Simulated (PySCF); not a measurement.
# Cobalt: highly charged ions in a basis for the neutral atom

Co⁹⁺ [Ar], Co¹⁰⁺ [Ne] 3s2 3p5. All numbers are calculated (PySCF 2.14, no relativity, point nucleus, in cc-pVDZ). No spin-orbit coupling, so a gap to NIST mixes the basis error with missing relativistic terms.

Changed run: basis of the neutral atom used for a highly charged ion. This setting is unsound on purpose.

```csv
species,method,sound run (hartree),changed run (hartree),converged
Co⁹⁺,UHF,not run,-1353.17721,yes
Co⁹⁺,PBE0,not run,-1353.75115,yes
Co⁹⁺,M06-L,not run,-1353.99994,yes
Co¹⁰⁺,UHF,not run,-1342.96512,yes
Co¹⁰⁺,PBE0,not run,-1343.48632,yes
Co¹⁰⁺,M06-L,not run,-1343.71921,yes
```

Ionisation energy of Co⁹⁺:

```tsv
method	changed run (eV)	NIST (eV)
UHF	277.89	275.4 ± 0.4
PBE0	279.32	275.4 ± 0.4
M06-L	279.75	275.4 ± 0.4
```

The contracted functions were made for the neutral atom and can be too rigid for a highly charged ion.
